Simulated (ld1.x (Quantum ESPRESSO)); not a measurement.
Fe (Z = 26), PAW: configuration errors across variants

```
Element                 : Fe
Generator               : ld1.x (Quantum ESPRESSO) 7.5
Type                    : PAW
Functional              : LDA (PZ)
Relativity              : scalar-relativistic
Frozen core             : [Ne]
Valence charge          : 16
Reference configuration : 3s2 3p6 3d6 4s1 4p0 (charge +1)
Partial waves           : 3s (bound): rcut 1.45, rcutus 1.55 bohr; 4s (bound): rcut 1.45, rcutus 1.55 bohr; 3p (bound): rcut 1.55, rcutus 1.65 bohr; 4p (bound, empty): rcut 1.55, rcutus 1.65 bohr; 3d (bound): rcut 0.90, rcutus 0.95 bohr; 3d channel at 0.2 Ry: rcut 0.90, rcutus 0.95 bohr
Local potential         : all-electron potential smoothed inside 1.50 bohr (lloc = -1)
Core correction         : a·sin(br)/r model core, default radius (ld1.x builds one for every PAW set, though the input has nlcc=.false.)
Augmentation charge     : GAUSS, radius 0.80 bohr
```

All-electron excitation energies from the reference (eV): (1) 3s2 3p6 3d6 4s2 4p0 -8.981; (2) 3s2 3p6 3d6 4s0 4p0 16.492; (3) 3s2 3p6 3d5 4s0 4p0 51.021; (4) 3s2 3p6 3d5 4s2 4p1 -0.119; (5) 3s2 3p6 3d6 4s0 4p1 5.134; (6) 3s2 3p6 3d4 4s0 4p0 104.399; (7) 3s2 3p5 3d6 4s2 4p0 58.604; (8) 3s2 3p6 3d6 4s1 4p0 spin -4.167; (9) 3s2 3p6 3d6 4s2 4p0 spin -12.370.

Spin tests fill each open shell by Hund’s rule, majority spin first.

The overlap operator is not positive definite (basis up to 400 Ry) in “base”, “waves 3d (bound): rcut 0.58, rcutus 0.62 bohr; 3d channel at 0.2 Ry: rcut 0.58, rcutus 0.62 bohr”, “waves 3d (bound): rcut 0.70, rcutus 0.74 bohr; 3d channel at 0.2 Ry: rcut 0.70, rcutus 0.74 bohr”, “waves 3d (bound): rcut 0.90, rcutus 1.04 bohr; 3d channel at 0.2 Ry: rcut 0.90, rcutus 1.04 bohr”, “waves 3d (bound): rcut 0.90, rcutus 1.12 bohr; 3d channel at 0.2 Ry: rcut 0.90, rcutus 1.12 bohr”, “waves 3d (bound): rcut 0.90, rcutus 1.26 bohr; 3d channel at 0.2 Ry: rcut 0.90, rcutus 1.26 bohr”, “waves 3d (bound): rcut 0.90, rcutus 1.42 bohr; 3d channel at 0.2 Ry: rcut 0.90, rcutus 1.42 bohr”. Such files are unfit for use, however small their errors in these radial tests.

Errors AE − PS in meV (a dash: test not solved or not reliable):

| change | (1) | (2) | (3) | (4) | (5) | (6) | (7) | (8) | (9) | bound ghosts |
| --- | --- | --- | --- | --- | --- | --- | --- | --- | --- | --- |
| base | +0.7 | -1.8 | -4.7 | +115 | -2.3 | -11 | +203 | -3.4 | +3.1 | not determined (overlap not positive) |
| waves 3d (bound): rcut 0.58, rcutus 0.62 bohr; 3d channel at 0.2 Ry: rcut 0.58, rcutus 0.62 bohr | +0.6 | -1.9 | -4.8 | +111 | -2.2 | -15 | +202 | -2.6 | +4.7 | not determined (overlap not positive) |
| waves 3d (bound): rcut 0.70, rcutus 0.74 bohr; 3d channel at 0.2 Ry: rcut 0.70, rcutus 0.74 bohr | +0.6 | -1.9 | -4.8 | +111 | -2.3 | -15 | +200 | -2.5 | +4.7 | not determined (overlap not positive) |
| waves 3d (bound): rcut 0.90, rcutus 1.04 bohr; 3d channel at 0.2 Ry: rcut 0.90, rcutus 1.04 bohr | +0.7 | -1.8 | -4.4 | +119 | -2.3 | -6.9 | +203 | -3.8 | +2.1 | not determined (overlap not positive) |
| waves 3d (bound): rcut 0.90, rcutus 1.12 bohr; 3d channel at 0.2 Ry: rcut 0.90, rcutus 1.12 bohr | +0.7 | -2.1 | -4.0 | +123 | -2.2 | -4.4 | +198 | -4.1 | +1.5 | not determined (overlap not positive) |
| waves 3d (bound): rcut 0.90, rcutus 1.26 bohr; 3d channel at 0.2 Ry: rcut 0.90, rcutus 1.26 bohr | +0.6 | -2.4 | -3.7 | +133 | -2.1 | – | – | – | – | not determined (overlap not positive) |
| waves 3d (bound): rcut 0.90, rcutus 1.42 bohr; 3d channel at 0.2 Ry: rcut 0.90, rcutus 1.42 bohr | +0.5 | -2.5 | -3.6 | +149 | -2.1 | – | – | – | – | not determined (overlap not positive) |

(1) Give the same row for: waves 3d (bound): rcut 0.82, rcutus 0.86 bohr; 3d channel at 0.2 Ry: rcut 0.82, rcutus 0.86 bohr.

## Answers

(1) +0.6, -1.9, -4.9, +112, -2.3, -13, +202, -2.8, +4.0; bound ghosts: not determined (overlap not positive). Its overlap operator is not positive definite in a basis up to 400 Ry (lowest eigenvalue s -0.78), so the file is unfit for use: the generalised eigenproblem breaks down once the basis is large enough, and its test numbers describe a broken file.
